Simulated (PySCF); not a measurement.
Compound: C5H10ClFSi2.
Geometry (GFN2-xTB, Å), atoms numbered from 1 in this order:
```xyz
19
C5H10ClFSi2 angstrom
C      2.9220    0.5580    0.1706
Si     1.7977   -0.9645    0.0905
C     -0.0042   -0.3884    0.1034
C     -1.0334   -1.1947   -0.1350
Cl    -0.7839   -2.8595   -0.5210
C     -2.4525   -0.7214   -0.1048
Si    -2.2991    1.1215    0.3617
C     -0.3747    1.0320    0.4398
F      0.0830    1.3437    1.7216
H      2.7314    1.1420    1.0656
H      3.9659    0.2615    0.1861
H      2.7798    1.2084   -0.6884
H      2.0188   -1.8427    1.2449
H      2.0338   -1.6896   -1.1651
H     -2.9176   -0.8870   -1.0776
H     -3.0239   -1.3133    0.6115
H     -2.7514    2.0178   -0.7036
H     -2.8542    1.4529    1.6694
H      0.1526    1.7325   -0.2166
```

NICS = −σ at a ghost point: NICS(0) at the centroid of the ring atoms, NICS(1) 1 Å to either side along the normal of their mean plane, zz for the tensor component along that normal. Level: GIAO PBE0/pcSseg-1 (PySCF, non-relativistic, gas phase) on the GFN2-xTB geometry, one conformer.

Ring bond lengths (Å), with Mayer bond orders in brackets: C3–C4 1.329 (1.75), C4–C6 1.496 (1.04), C6–Si7 1.907 (0.88), Si7–C8 1.928 (0.85), C8–C3 1.506 (1.02).

Q: Give the NICS values of each ring in ppm.

A: 
| ring | type | NICS(0) | NICS(1), two faces | NICS(1)zz, two faces | rms pucker (Å) | centre to ring atoms, mean (Å) |
| --- | --- | --- | --- | --- | --- | --- |
| C3–C4–C6–Si7–C8 | 5-membered ring with Si; formal bonds 1 double, 4 single | -2.2 | -2.2 / -4.1 | 1.2 / -2.0 | 0.01 | 1.38 |

Q: What do they say, and how far can they be read as aromaticity?

A: 
- C3–C4–C6–Si7–C8: mean NICS(1)zz -0.4 ppm, near zero. C6, Si7, C8 have four or more neighbours, and the NICS criterion for π rings isn't applied. The two faces differ by 3.2 ppm, so no symmetry operation interchanges them.

Q: At the first NICS(1) probe listed for ring C3–C4–C6–Si7–C8, 1 Å off the ring, what do the in-plane components average?

A: The isotropic value is a third of the trace: (3 × -2.2 − (1.2))/2 = -3.9 ppm.

Q: Give the inner angles of the rings and the Hirshfeld charges of the ring atoms.

A: 
- C3–C4–C6–Si7–C8: C3 114.9° (-0.125 e), C4 122.6° (+0.029 e), C6 103.5° (-0.167 e), Si7 92.6° (+0.357 e), C8 106.3° (-0.027 e); sum 540.0° against 540° for a flat convex ring.

Q: How shielded are the nuclei of the rings and their hydrogens (means over atoms taken as equivalent)?

A: 
```tsv
atoms	environment	σ isotropic (ppm)	principal values of the symmetric part, first atom (ppm)
C3	fully substituted alkene carbon	41.9	-55.7, 48.0, 133.5
C4	vinylic C–Cl carbon	23.7	-80.8, 66.1, 85.8
C6	sp3 carbon bound to silicon	161.2	134.2, 152.4, 197.0
Si7	SiH2 silicon	382.8	345.7, 380.8, 421.9
C8	sp3 C–F carbon	91.6	50.7, 81.7, 142.5
H15	methylene hydrogen	29.72	25.0, 28.5, 35.6
H16	methylene hydrogen	29.41	24.7, 28.3, 35.3
H17	Si–H hydrogen	27.28	24.0, 24.8, 33.0
H18	Si–H hydrogen	27.25	24.2, 24.9, 32.6
H19	methine hydrogen	25.86	24.5, 26.2, 26.9
```
